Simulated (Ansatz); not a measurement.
```xyz
20

C     1.3291    0.6135   -2.3983
O     1.0678    1.1416   -1.1130
Ge    0.3184    0.1289    0.1122
O     0.1392    1.1013    1.5650
C    -0.7198    2.2244    1.5579
O     1.4406   -1.1722    0.4816
C     1.0909   -2.1509    1.4402
Si   -1.8012   -0.7279   -0.6355
Cl   -2.7667    0.6652   -1.7718
Cl   -2.9796   -1.1952    0.9636
Cl   -1.5289   -2.4100   -1.7583
H     0.4105    0.2999   -2.9098
H     2.0150   -0.2384   -2.3548
H     1.7921    1.4044   -2.9910
H    -0.6774    2.6772    2.5500
H    -0.4071    2.9695    0.8195
H    -1.7617    1.9451    1.3568
H     1.9238   -2.8524    1.5130
H     0.1969   -2.7150    1.1460
H     0.9183   -1.7089    2.4266
```

Charge 0, multiplicity 1.

(1) List the PBE0/def2-TZVPP orbital energies in eV (Ansatz 0.2.0). (Best estimate.)

Answers

(1) Ansatz gave: Occupied: -10861.07, -2768.07, -2768.07, -2768.07, -1805.72, -1359.19, -1209.02, -1209.01, -1209.01, -522.90, -522.90, -522.90, -279.48, -279.48, -279.48, -259.92, -259.92, -259.92, -198.20, -198.20, -198.20, -198.06, -198.06, -198.06, -198.06, -198.06, -198.06, -172.08, -147.75, -121.88, -121.87, -121.87, -102.44, -102.44, -102.38, -34.92, -34.92, -34.75, -34.67, -34.67, -28.68, -27.95, -27.95, -24.50, -23.52, -23.52, -19.62, -19.01, -19.01, -16.04, -14.93, -13.61, -13.61, -13.07, -12.76, -12.76, -12.36, -12.36, -12.31, -12.24, -12.24, -11.61, -10.44, -10.44, -10.27, -9.83, -9.83, -9.46, -9.06, -9.06, -8.96, -8.30, -8.30, -7.82. Lowest empty: -0.68, -0.68, -0.52, 0.54, 1.52, 1.86, 1.86, 1.89.
